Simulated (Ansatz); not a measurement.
Mulliken charges of Cl2H4O2Si2, SMILES `O[SiH](O)[SiH](Cl)Cl` from ωB97M-V/def2-TZVPP in Ansatz (PBE0-D4/def2-TZVP geometry).

```json
{"atom": "O1", "x (Å)": "-1.691", "y (Å)": "-0.995", "z (Å)": "-0.238", "charge (e)": "-0.356"}
{"atom": "Si2", "x (Å)": "-0.065", "y (Å)": "-0.778", "z (Å)": "-0.131", "charge (e)": "0.508"}
{"atom": "O3", "x (Å)": "0.474", "y (Å)": "-1.555", "z (Å)": "1.201", "charge (e)": "-0.371"}
{"atom": "Si4", "x (Å)": "0.461", "y (Å)": "1.482", "z (Å)": "0.192", "charge (e)": "0.345"}
{"atom": "Cl5", "x (Å)": "2.482", "y (Å)": "1.777", "z (Å)": "-0.012", "charge (e)": "-0.198"}
{"atom": "Cl6", "x (Å)": "-0.518", "y (Å)": "2.506", "z (Å)": "-1.310", "charge (e)": "-0.216"}
{"atom": "H7", "x (Å)": "-2.124", "y (Å)": "-0.766", "z (Å)": "-1.062", "charge (e)": "0.183"}
{"atom": "H8", "x (Å)": "0.584", "y (Å)": "-1.268", "z (Å)": "-1.380", "charge (e)": "-0.062"}
{"atom": "H9", "x (Å)": "0.348", "y (Å)": "-2.503", "z (Å)": "1.267", "charge (e)": "0.180"}
{"atom": "H10", "x (Å)": "0.049", "y (Å)": "2.099", "z (Å)": "1.473", "charge (e)": "-0.014"}
```

Q: By hand: the dipole of these point charges (1 e Å = 4.8032 D).

A: Σ q r = (-0.190, -0.387, 0.023) e Å, of length 0.432 e Å = 2.07 D.

Q: How does the dipole of the full density compare? (Estimate.)

A: Computed: (-0.232, -0.450, -0.112) e Å, 2.49 D; the point charges give 0.83 times that, at 16° from its direction.

Point charges leave out the atoms' own dipoles, such as those of lone pairs, and Mulliken's split depends on the basis, so the two needn't agree.
